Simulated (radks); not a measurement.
Problem. Pr3+, configuration [Xe] 5d2 (not the ground configuration). All-electron calculation, scalar-relativistic Kohn-Sham, PBE, spin-unpolarised, spherical densities, finite nucleus; Fermi nuclear charge, rms radius 4.8919 fm. Program: a radial shooting solver on a logarithmic mesh with Libxc functionals. Some entries of the table are withheld. Estimate them.

orbital,occ.,eigenvalue (hartree),<r> (bohr)
1s,2,-1538.269,0.02410
2s,2,-248.9789,0.1031
2p,6,-222.9647,0.09056
3s,2,-55.24084,0.2724
3p,6,(1),0.2705
3d,10,-35.42342,(2)
4s,2,-12.40577,0.6177
4p,6,-9.68727,0.6520
4d,10,-5.78964,0.7101
5s,2,-2.68777,1.413
5p,6,-1.95331,(3)
5d,2,-1.01094,2.115

Solution. 
(1) 3p eigenvalue (hartree): -47.00121
(2) 3d <r> (bohr): 0.2476
(3) 5p <r> (bohr): 1.596
